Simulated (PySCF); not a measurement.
[PrH2]+ at several levels of theory

Computed with PySCF 2.14.0 (density fitting, no spin-orbit coupling) at the geometry relaxed with PBE0:

```xyz
3
[PrH2]+ (singlet in the valence; each metal's 4f electrons, 2 of them, lie in its core potential, out of spins and levels)
Pr    0.0000    0.0000   -0.1656
H     1.6151    0.0000    0.9924
H    -1.6151    0.0000    0.9924
```

```
level                                    basis    state  HOMO (eV)  gap (eV)  charge on Pr1 (e)  population of f-type functions on Pr1 (polarisation alone where 4f lies in the core)  dipole about the centre of mass (D)  largest force component (eV/Å)
 PBE0    Pr lcecp-1-SVP with ECP48, H def2-SVP  singlet     -12.45      5.00               1.25                                                                                  0.02                                 4.25                            0.00
 TPSS                                 the same  singlet     -11.45      3.35               1.29                                                                                  0.02                                 4.20                            0.13
 PBE0  Pr lcecp-1-TZVP with ECP48, H def2-TZVP  singlet     -12.43      5.01               1.32                                                                                  0.03                                 4.33                            0.04
```

In the lcecp rows the 4f levels are missing from HOMO and gap, and the state counts the valence alone.

Charges are Mulliken's, which hang on the basis. The relaxation used the grid (50, 194), these runs (75, 302) or, all-electron (x2c bases, spin-free X2C Hamiltonian), (99, 590).

Q: What does revPBE with Pr lcecp-1-SVP with ECP48, H def2-SVP give here?

A: state singlet, HOMO (eV) -11.30, gap (eV) 3.02, charge on Pr1 (e) 1.18, population of f-type functions on Pr1 (polarisation alone where 4f lies in the core) 0.02, dipole about the centre of mass (D) 3.94, largest force component (eV/Å) 0.17. Time: 1 s on 2 threads of Arm Neoverse V1 (shared host), from an already converged density.

In the first row's basis the gap widens with exact exchange: 3.0 to 3.3 eV for revPBE, TPSS (none); 5.0 eV for PBE0 (a fixed share).

An lcecp potential fixes the number of 4f electrons, so in runs with it no electron can move into or out of that shell.
